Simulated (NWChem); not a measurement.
System: C$_{2}$H$_{8}$Si; SMILES CC[SiH3]

NWChem input:

```
start job
memory heap 200 mb stack 900 mb global 1100 mb
geometry units angstroms noautosym nocenter noautoz
  Si     0.092781    -1.152507     0.002037
  C     -0.662512     0.589233     0.002396
  C      0.373456     1.721637    -0.005241
  H     -0.984828    -2.205194     0.011914
  H      0.948953    -1.356668    -1.221868
  H      0.963953    -1.349245     1.216554
  H     -1.324260     0.667680     0.892648
  H     -1.334914     0.664984    -0.880034
  H      1.024902     1.673939    -0.902486
  H      1.037430     1.674442     0.882846
  H     -0.109394     2.720832    -0.002049
end
basis spherical
  Si library 6-311g**
  C library 6-311g**
  H library 6-311g**
end
dft
  xc b3lyp
  iterations 150
end
tddft
  cis
  ecut -63.0
  nroots 6
  notriplet
end
task tddft energy
```

Structure relaxed at the PBE-D3(BJ)/def2-SVP level. B3LYP is NWChem's, with the RPA form of VWN correlation.

Core excitations by TDA in a window of 1s orbitals, non-relativistic and unshifted: absolute energies depend strongly on the exact-exchange share.

Task: What results follow from this input? (B3LYP/6-311G** (spherical d), restricted-window TDA.) Quantities: first 1s excitation (eV); dipole oscillator strength of the first; first state with f > 0.002 (eV); dipole oscillator strength of that state.

Result: first 1s excitation (eV): 1797.4
dipole oscillator strength of the first: 0.0015
first state with f > 0.002 (eV): 1798.0
dipole oscillator strength of that state: 0.0022
